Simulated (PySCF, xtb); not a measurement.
C2B2O2, SMILES [O+]#C[B-]#[B-]C#[O+].

The structure is a stationary point at PBE0-D3(BJ)/def2-SVP.

The numbers are results of IEF-PCM-B3LYP/def2-SVP in PySCF 2.14.0, not measurements.

The values are the electrostatic part of the solvation free energy, E(continuum) − E(gas) at the gas-phase geometry, in a cavity of scaled van der Waals radii (PySCF's table); cavitation and dispersion terms are not included. In vacuum the orbital gap is 2.77 eV. The dipole moment in vacuum is 0.00 D.

Computed values in water (ε = 78.36), chlorobenzene (ε = 5.70), tetrahydrofuran (ε = 7.43):
```
solvent              ε  ΔG(elec) (kcal/mol)  dipole (D)  gap (eV)
---------------  -----  -------------------  ----------  --------
water            78.36                 -2.0        0.00      2.83
chlorobenzene     5.70                 -1.5        0.00      2.82
tetrahydrofuran   7.43                 -1.6        0.00      2.82
```

For comparison, GFN2-xTB/ALPB(water) (xtb, at the GFN2-xTB geometry, all terms of that model) gives -0.1 kcal/mol.
